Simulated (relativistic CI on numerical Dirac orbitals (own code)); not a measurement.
## What each ingredient does to the levels of Ho LXI

Base calculation: Dirac-Coulomb-Breit CI, separate exchange-only KLI orbitals for each configuration, model QED, unscaled Slater integrals.

Configuration list (outside the closed core 1s2): 2s2 2p3, 2s 2p4, 2p5, 2p4 3s, 2p4 3p, 2p4 3d, 2s2 2p2 3s, 2s2 2p2 3p, 2s2 2p2 3d, 2s 2p3 3s, 2s 2p3 3p, 2s 2p3 3d, 2s2 2p2 4s, 2s2 2p2 4p, 2s2 2p2 4d, 2s2 2p2 4f, 2s 2p3 4s, 2s2 2p 3s2, 2s 2p3 4p, 2s 2p3 4d, 2s2 2p 3s 3p, 2s 2p3 4f, 2s2 2p2 5s, 2s2 2p 3s 3d, 2s2 2p2 5p, 2s2 2p 3p2, 2s2 2p2 5d, 2s2 2p2 5f, 2s2 2p2 5g, 2s2 2p 3p 3d, 2s 2p2 3s2, 2s2 2p 3d2, 2s 2p2 3s 3p, 2s 2p2 3s 3d, 2s 2p2 3p2, 2s 2p3 5s. Levels of other configurations are missing.

Variants: (1) P86 correlation estimate; (2) configuration mixing switched off. Shifts of the energy above 2s2 2p3 2P°_3/2, in eV, for the lowest level and the first level of each name with at least 55 % of one term (blank where a level changes its place among those of its configuration and J or its character, or is not in the variant):

| Level | Base | Δ(1) | Δ(2) |
| --- | --- | --- | --- |
| 2s2 2p3 2P°_3/2 | 0.00 | 0.00 | 0.00 |
| 2s2 2p3 4S°_3/2 | 874.45 | 0.00 | -1.34 |
| 2s2 2p3 2D°_5/2 | 897.26 | 0.00 | -1.32 |
| 2s2 2p3 2P°_1/2 | 941.82 | 0.00 | +1.13 |
| 2s 2p4 4P_5/2 | 1172.29 | +0.13 | -1.76 |
| 2s 2p4 2S_1/2 | 1265.56 | +0.13 | -1.65 |
| 2s 2p4 4P_3/2 | 2071.33 | +0.13 | -1.91 |
| 2s 2p4 2D_5/2 | 2110.57 | +0.13 | -1.64 |
| 2s 2p4 2P_1/2 | 2165.42 | +0.13 | -1.45 |
| 2p5 2P°_3/2 | 2504.33 | +0.19 | -7.13 |
| 2p5 2P°_1/2 | 3405.68 | +0.19 | -3.80 |
| 2s2 2p2 3s 4P_3/2 | 8074.66 | +1.37 | +1.46 |
| 2s2 2p2 3s 2P_1/2 | 8084.04 | +1.37 | +1.05 |
| 2s2 2p2 3s 2D_5/2 | 8094.00 | +1.37 | +1.10 |

At this charge energies of transitions that change n are usually good to better than 1 %, and those within a shell (Δn = 0) to a few per cent.

Ionisation energy from the two ground configurations alone: base 13415.5 eV. The NIST ASD value (theoretical) is 13417 eV.

LS names give the leading component of a level, which can be under half, so a name can repeat, a term be missing and a line seem to break the LS rules.
